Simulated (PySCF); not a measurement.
H5Mo, SMILES [MoH5+] (connectivity only; charge and spin as stated), charge +1, multiplicity 1.

Coordinates come from a B3LYP-D3(BJ)/def2-TZVPD optimisation. A frequency run showed that this geometry is not a minimum. The spin state was assumed, not searched. The def2 effective core potentials stand for the cores of Mo; spin–orbit coupling is left out.

Two levels are set side by side: TDA-PBE/def2-TZVPD (PySCF) and TDA-LC-ωPBE/def2-TZVPD (PySCF). Vertical, same geometry. The lowest singlet is HOMO−1→LUMO 100 % with PBE and HOMO−1→LUMO 99 % with the other functional; states are paired by order. Differences are taken from unrounded values.

| quantity | TDA-LC-ωPBE |
|---|---|
| lowest singlet excitation (eV) | 2.66 |
| lowest triplet excitation (TDA) (eV) | 2.11 |

What does TDA-PBE give, and how far is it from TDA-LC-ωPBE? (Estimate from the structure and the level; the computed values follow.)


```
quantity                              TDA-PBE  TDA-PBE minus TDA-LC-ωPBE
------------------------------------  -------  -------------------------
lowest singlet excitation (eV)           2.64                      -0.02
lowest triplet excitation (TDA) (eV)     2.04                      -0.07
```

Rough cost on one machine, each run with all the roots and properties that it gave: TDA-LC-ωPBE against TDA-PBE about 2 times.
